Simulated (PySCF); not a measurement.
Compound: C7H11 (doublet state).
Structure used (GFN2-xTB), in Å, numbered top down from 1:
```xyz
18
C7H11 angstrom
C     -1.8167    2.0167   -0.3893
C     -1.3108    0.8223   -0.3699
C     -0.7723   -0.3578   -0.3778
C     -1.4427   -1.5758    0.1868
C      0.6452   -0.5685   -0.9261
C      1.6002   -0.5897    0.1970
C      2.0780    0.6594    0.8265
H     -1.6662    2.7102    0.4241
H     -2.4239    2.3670   -1.2101
H     -0.8314   -2.0068    0.9787
H     -1.5676   -2.3286   -0.5920
H     -2.4193   -1.3253    0.5940
H      0.6608   -1.5131   -1.4744
H      0.8755    0.2511   -1.6103
H      1.7678   -1.5158    0.7225
H      3.1451    0.5968    1.0534
H      1.5680    0.8503    1.7789
H      1.9016    1.5136    0.1763
```

The hyperfine couplings belong to this conformer and change with its torsions.

Identity: `C[CH]CC(=C=C)C` [radical].

Computed, not measured: UKS B3LYP, pcH-1 on C H, non-relativistic, mean-field spin-orbit, GIAO in PySCF. One conformer (not necessarily the lowest) at the GFN2-xTB geometry, without solvent, vibrations or thermal averaging. The geometry wasn't refined by DFT: couplings that depend on bond lengths, twists or pyramidal angles can differ widely from those at the functional's own minimum. No stability test was run, so a lower SCF solution isn't excluded.

Break the g tensor into its mass correction, gauge correction and orbital-Zeeman/spin–orbit terms.

| Δg (ppm) | 1 | 2 | 3 |
| --- | --- | --- | --- |
| relativistic mass correction | -144 | -144 | -144 |
| gauge correction | 1 | 31 | 23 |
| orbital Zeeman/spin–orbit | 6 | 565 | 712 |
| total | -138 | 452 | 591 |

So g = 2.00218, 2.00277, 2.00291 and g_iso = 2.00262; the tensor is rhombic: the two nearest values differ by 19 % of g3 − g1. Axes: g3 points within 13° of the C6–H15 bond.

At 34.012 GHz, how far is the centre of the isotropic spectrum from where a free electron (g = 2.002319) resonates?

B = hν/(g μB) with μB/h = 13.99624 MHz/mT gives 1213.63 mT for the free electron and 1213.45 mT at g_iso, 0.18 mT lower.

What are the electron Larmor frequencies g μB B/h along the three axes at 1200 mT?

33.6276, 33.6375, 33.6399 GHz for g1, g2 and g3, a range of 12.2 MHz.

In a frozen sample, at which fields do the three g values resonate at 9.5, 34, 94 and 263 GHz (hyperfine left aside), and which band first spreads them over more than twice a line width of 1.0 mT?

```
band    GHz  B(g3) mT  B(g2) mT  B(g1) mT  spread mT
   X    9.5    338.88    338.91    339.01       0.12
   Q   34.0   1212.85   1212.93   1213.29       0.44
   W   94.0   3353.16   3353.40   3354.38       1.22
   J  263.0   9381.73   9382.38   9385.14       3.41
```

The spread grows in proportion to the frequency. J band is the first where it exceeds 2.0 mT.

The Mulliken spin populations are largest on C6 (+1.01), C7 (-0.08) and C5 (-0.07). C6 is the only atom above +0.15. The positive populations add up to 1.20 and the negative ones to -0.20, together 2S = 1. The angles at C6 add up to 358.3°, so it is nearly planar; its axial dipolar tensor and the negative coupling of its proton fit spin in a p orbital normal to that plane.

The HOMO–LUMO gaps are 5.50 eV among the α and 5.31 eV among the β orbitals.

On one thread of an Arm Neoverse V2, no GPU, shared host with 96 logical CPUs at a one-minute load of 61, this took 58 s of wall time (grids of density and orbitals included) and 0.97 GiB of memory at its peak.
